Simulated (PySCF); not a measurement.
Sc²⁺: ionisation energy

Sc²⁺ [Ar] 3d1 (2D) → Sc³⁺ [Ar] (1S), as a difference of total energies. Calculation: PySCF 2.14, in aug-cc-pVDZ (7s6p4d2f, 59 functions); the non-relativistic Hamiltonian (point nucleus). The calculations carry no spin-orbit coupling.

**Question.** Order these methods by the ionisation energy they give, lowest first.
A. PW91
B. r2SCAN
C. PBE0
D. LDA

**Answer.** B (25.598 eV), C (25.668 eV), D (25.838 eV), A (25.905 eV).

A first-order spin-orbit estimate (lowest level to lowest level, LS coupling) adds 0.016 eV.

These non-relativistic numbers lack the scalar-relativistic shift.

For comparison: 24.757 eV (measured; NIST Atomic Spectra Database, ionization energies).
